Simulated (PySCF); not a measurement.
Computed shifts of a molecule CH6ClFSi2, B3LYP/pcSseg-1 (PySCF), GIAO, gas phase, atoms alike by connectivity averaged where their shifts nearly agree, in ppm (number of nuclei): ¹⁹F: -163.6 (1). ²⁹Si: 16.0 (1), -73.9 (1). ¹³C: -0.6 (1). ¹H: 5.87 (1), 4.30 (3), 0.51 (1), 0.26 (1). References: ¹⁹F against CFCl3 (σ = 161.7 ppm); ²⁹Si against TMS (σ = 338.7 ppm); ³⁵Cl against HCl (σ = 933.3 ppm); ¹³C against TMS (σ = 181.3 ppm); ¹H against TMS (σ = 31.68 ppm), references at their B3LYP-D3(BJ)/def2-TZVP geometries, non-relativistic (without spin–orbit terms, shifts of atoms bonded to Cl or Br come out too high). Coordinates come from a PBE0-D3(BJ)/def2-SVP optimisation. One conformer was computed; it need not be the lowest.

Problem. Which molecule gave these data?
A) C[Si@H](F)[SiH2]Cl
B) F[C@@H]([SiH3])[SiH2]Cl
C) F[Si@H](Cl)C[SiH3]
D) F[SiH2]C[SiH2]Cl

Solution. C, F[Si@H](Cl)C[SiH3]
